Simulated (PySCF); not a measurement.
# Run times: nickel in def2-TZVP

Measured wall times of calculations with PySCF 2.14 in def2-TZVP (6s4p4d1f, 45 functions), with the non-relativistic Hamiltonian (point nucleus), run from one Python driver. Hardware: 1 thread of Neoverse-N1 on a shared host, 1.3 GiB allowed. The two-electron integrals over 45 functions were computed once and kept in memory (0.21 CPU seconds with the set-up); the times below exclude them. Kohn-Sham runs start from converged Hartree-Fock orbitals.

Launch command (the driver calls PySCF for each step listed in the task file):

```bash
OMP_NUM_THREADS=1 python atomrun2.py TASK.json OUT
```

| species | step | iterations | wall time (s) |
| --- | --- | --- | --- |
| Ni [Ar] 3d8 4s2 | UHF | 7 | 0.35 |
| Ni [Ar] 3d8 4s2 | PBE0 | 7 | 1.4 |
| Ni [Ar] 3d8 4s2 | TPSS | 6 | 2.5 |
| Ni [Ar] 3d8 4s2 | MP2 (10 electrons) |  | 0.06 |
| Ni+ [Ar] 3d9 | UHF | 10 | 0.32 |
| Ni+ [Ar] 3d9 | PBE0 | 10 | 1.9 |
| Ni+ [Ar] 3d9 | TPSS | 10 | 3.8 |
| Ni+ [Ar] 3d9 | MP2 (9 electrons) |  | 0.05 |

Peak memory of the process: 0.22 GiB. Times on a shared host vary from run to run.
